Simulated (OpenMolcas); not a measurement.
## Mn2+, Tc2+, Re2+: d⁵ down the group

| Quantity | Value |
| --- | --- |
| Program | OpenMolcas |
| Method | SS-CASPT2, IPEA 0.25 Eh, imaginary shift 0.1 Eh |
| Basis | ANO-RCC-VTZP |
| Scalar Hamiltonian | DKH2, point nucleus |
| Spin-orbit coupling | RASSI with atomic mean-field integrals over the reference wave functions, term energies averaged over their components |

Active space for each ion: 5 electrons in 6 orbitals (d s); closed shells correlated by CASPT2: Mn2+ 3s 3p; Tc2+ 4s 4p; Re2+ 5s 5p.

Computed levels in cm-1 above ⁶S_5/2:

| Level | Mn2+ | Tc2+ | Re2+ |
| --- | --- | --- | --- |
| ⁴G_7/2 | 27910 | 20690 | 18460 |
| ⁴G_11/2 | 27920 | 20750 | 19590 |
| ⁴G_9/2 | 27920 | 20790 | 20000 |
| ⁴D_7/2 | 33390 | 24360 | 22580 |
| ⁴D_1/2 | 33440 | 24890 | 23440 |
| ²I_11/2 | 39280 | 30720 | 28910 |
| ²I_13/2 | 39320 | 31080 | 31460 |
| ²F_7/2(1) | 43170 | 34670 | 32820 |
| ⁴F_5/2 | 45390 | 34080 | 32510 |
| weight of ⁶S in the lowest level (%) | 100 | 99 | 89 |

Mixed levels, with the weight of the term that names them: Re2+ ⁴G_7/2 (65 %), Re2+ ⁴D_7/2 (57 %), Re2+ ⁴D_1/2 (58 %), Re2+ ²F_7/2(1) (56 %), Re2+ ⁴F_5/2 (68 %).

Measured, with the error of the calculation in %. Measured levels: Mn2+ from Corliss and Sugar, J. Phys. Chem. Ref. Data 6, 1253 (1977); Re2+ from the list in Brasseur, Gamrath and Quinet, At. Data Nucl. Data Tables 157, 101636 (2024).

| Level | Mn2+ | Re2+ |
| --- | --- | --- |
| ⁴G_7/2 | 26860 (+3.9) | 16890 (+9.3) |
| ⁴G_11/2 |  | 18020 (+8.7) |
| ⁴G_9/2 |  | 18346 (+9.0) |
| ⁴D_7/2 | 32307 (+3.3) | 20453 (+10.4) |
| ⁴D_1/2 | 32369 (+3.3) |  |
| ²I_11/2 | 39174 (+0.3) | 26170 (+10.5) |
| ²I_13/2 | 39176 (+0.4) | 28588 (+10.1) |
| ²F_7/2(1) | 42606 (+1.3) |  |
| ⁴F_5/2 | 43669 (+3.9) | 30302 (+7.3) |

Without spin-orbit coupling ⁴G lies 27920, 20720, 19060 cm-1 above ⁶S in that order; the difference to the level ⁴G_7/2, of either sign, comes from spin-orbit coupling, which also lowers the zero.

CASPT2 does not keep the components of a term degenerate, so their means are used; among the terms shown or strongly mixed into the levels shown the widest spread is 270 cm-1 (5d⁴ 6s ⁶D, Re2+). Some high roots are left out of the spin-orbit mixing, which shifts the levels that they would mix with. Configurations are named by rounded mean occupations; where the s occupation lies near a half they are strongly mixed, a name can repeat and a true partner stay unpaired (holds for Re2+). The CASPT2 spread within a term exceeds the gap to the next term for 5d⁵ ⁴P and 5d⁴ 6s ⁶D, so the order of their levels is uncertain, and so are names and mixing where such terms share a J (holds for Re2+). Computed and measured levels are paired by configuration, term and J; levels that our copy of the source lacks, or whose pairing is in doubt (as where it misses far off the trend of its configuration), stay unpaired and out of the deviations. Levels of configurations outside the active space are missing.

A number in round brackets counts repeated terms of one configuration in the order of the reference energies.
